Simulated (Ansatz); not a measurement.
Coupled-cluster diagnostics for GeO2⁻, Ansatz.

Geometry of the doublet (PBE-D4/def2-TZVPD):

```xyz
3

Ge   -0.265   -0.119   -0.365
O    -1.155    0.257    1.053
O     1.420   -0.139   -0.688
```

Correlated methods freeze 11 core orbitals; core or outer-core shells of Ge are correlated, in sets that lack core-valence functions. In CCSD on the charge -1 quartet the largest single amplitude is 0.23, so its Hartree–Fock determinant may place the open shell otherwise than the density functionals do. The structure comes from a short search, and lower isomers may exist.

Geometry of the charge -1 quartet (PBE-D4/def2-TZVPD):

```xyz
3

Ge   -0.746   -0.146    0.024
O     0.101    1.434   -0.194
O     0.645   -1.288    0.171
```

Estimate the CCSD(T) correlation energy, the shares of MP2 and (T), T1 and the reference's ⟨S²⟩ for: charge -1, doublet, own geometry in def2-TZVPPD; charge -1, quartet, own geometry in def2-TZVPPD; charge 0, singlet, vertical in def2-TZVPPD; and the rough time on 4 threads of Arm Neoverse V2 on a shared host.


| state | basis | correlation (eV) | MP2 share (%) | (T) share (%) | T1 | ⟨S²⟩ (pure) | wall time | remarks |
| --- | --- | --- | --- | --- | --- | --- | --- | --- |
| charge -1, doublet, own geometry | def2-TZVPPD | -20.699 | 97.6 | 5.1 | 0.027 | 0.80 (0.75) | 9.5 s | – |
| charge -1, quartet, own geometry | def2-TZVPPD | -18.216 | 90.7 | 4.3 | 0.059 | 3.81 (3.75) | 12 s | large T1 (0.059) |
| charge 0, singlet, vertical | def2-TZVPPD | -21.009 | 98.2 | 5.8 | 0.031 | 0.00 (0.00) | 4.3 s | large T1 (0.031), restricted SCF unstable |
Customary marks for T1 are 0.02 (closed shells), 0.045 (open shells) and about 0.05 (3d metals). T1 exceeds 0.02 in 3 of 3 rows and 0.045 in 1; the higher it lies, the less the single-reference result can be trusted.
